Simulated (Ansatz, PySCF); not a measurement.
ClMg, doublet, at a GFN2-xTB geometry (such geometries of metal compounds can be far from the true shape) (the spin is typed, not shown lowest). Base run: BHANDHLYP/def2-TZVP (PySCF).

Input for PySCF:
```python
from pyscf import gto, scf, dft

mol = gto.M(
    atom='''
Mg   -0.000000   -0.000000   -1.267847
Cl    0.000000    0.000000    0.894951
''',
    basis='def2-tzvp',
    charge=0,
    spin=1,
    verbose=4,
)

mf = dft.UKS(mol)
mf.xc = 'bhandhlyp'
mf.kernel()
```

The same geometry, method and basis name were run in Ansatz (a quantum-chemistry and plane-wave program) and PySCF, at each program's defaults and at the settings that a row names. The base is PySCF at its defaults. Differences at the defaults can come from grids, fitting, cores and function types together.

```json
[
 {"code and settings": "PySCF, defaults (exact integrals, its default grid, spherical functions)", "ΔE vs base (µEh)": "0.0", "basis functions": "69", "E (Eh)": "-660.34120", "SCF cycles": "10", "dipole (D)": "3.32"},
 {"code and settings": "Ansatz, defaults (factorised integrals, its default grid, spherical functions)", "ΔE vs base (µEh)": "16.8", "basis functions": "69", "E (Eh)": "-660.34118", "SCF cycles": "-", "dipole (D)": "-"},
 {"code and settings": "PySCF, density fitting with def2-universal-jkfit", "ΔE vs base (µEh)": "5.4", "basis functions": "69", "E (Eh)": "-660.34120", "SCF cycles": "10", "dipole (D)": "3.32"},
 {"code and settings": "PySCF, fine grid", "ΔE vs base (µEh)": "0.9", "basis functions": "69", "E (Eh)": "-660.34120", "SCF cycles": "10", "dipole (D)": "3.32"},
 {"code and settings": "Ansatz, high accuracy", "ΔE vs base (µEh)": "0.9", "basis functions": "69", "E (Eh)": "-660.34120", "SCF cycles": "-", "dipole (D)": "-"}
]
```

Open shells are given as the SCF converged; they aren't shown to be the lowest states, and a large step between rows can be another state.
